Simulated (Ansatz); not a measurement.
`CB[SiH2]C` + `COB(O)O` → `B[SiH2]C` + `CCOB(O)O`  (redistribution)

Calculated with Ansatz (gas phase, PBE0-D4/def2-TZVP geometries, no zero-point term in ΔE). CCSD(T)/CBS adds triple-zeta CCSD(T) − MP2 to the extrapolated MP2 energy (def2 sets, frozen cores). DFT in def2-TZVPP. B3LYP here is the variant with VWN-RPA as its local correlation; programs differ in this. Each species was taken in one conformer, which may not be the lowest.

`CB[SiH2]C`:

```xyz
13

C    -1.329    0.984   -1.118
B     0.041    1.301   -0.460
Si    1.127   -0.011    0.624
C     0.374   -1.726    0.777
H    -1.534    1.547   -2.031
H    -1.563   -0.071   -1.265
H    -2.056    1.363   -0.377
H     0.465    2.423   -0.552
H     1.353    0.556    1.989
H     2.478   -0.119   -0.010
H     0.233   -2.178   -0.208
H     1.014   -2.389    1.363
H    -0.602   -1.681    1.267
```

`COB(O)O`:

Z-matrix (Å, degrees):
```
C
O 1 1.413
H 1 1.090 2 107.6
H 1 1.093 2 111.2 3 119.5
H 1 1.093 2 111.2 3 -119.5
B 2 1.361 1 120.2 3 -180.0
O 6 1.366 2 120.6 1 0.0
O 6 1.368 2 119.6 1 -180.0
H 7 0.959 6 111.8 2 180.0
H 8 0.960 6 111.8 2 0.0
```

`B[SiH2]C`:

Z-matrix (Å, degrees):
```
Si
C 1 1.876
B 1 2.010 2 116.0
H 1 1.496 2 109.7 3 -120.9
H 1 1.495 2 109.8 3 122.6
H 2 1.092 1 110.7 3 -60.3
H 2 1.092 1 110.7 3 59.3
H 2 1.092 1 111.2 3 179.5
H 3 1.197 1 119.3 2 177.5
H 3 1.197 1 123.7 2 -3.1
```

`CCOB(O)O`:

Z-matrix (Å, degrees):
```
C
C 1 1.507
H 1 1.092 2 110.2
H 1 1.092 2 110.8 3 119.9
H 1 1.092 2 110.7 3 -119.9
O 2 1.421 1 108.9 3 -179.8
H 2 1.095 1 110.8 3 -59.4
H 2 1.095 1 110.9 3 59.5
B 6 1.361 2 120.6 1 -177.6
O 9 1.366 6 120.7 2 0.1
O 9 1.369 6 119.6 2 -179.9
H 10 0.959 9 111.8 6 179.9
H 11 0.960 9 111.8 6 0.0
```

```
        level  ΔE (eV)
     B3LYP-D4     0.44
         PBE0     0.44
HF/def2-QZVPP     0.31
MP2/CBS(def2)     0.42
```

Problem. What does CCSD(T)/CBS give? (Estimate.)

Solution. Ansatz gave: +0.40 eV. The listed levels differ from it by 0.04, 0.04, -0.09, 0.02 eV.

Largest T1 diagnostic among the species: 0.012.

In def2-TZVPP, CCSD(T) changes the Hartree–Fock value by +0.08 eV (the triples alone add +0.01 eV) and MP2 by +0.10 eV.
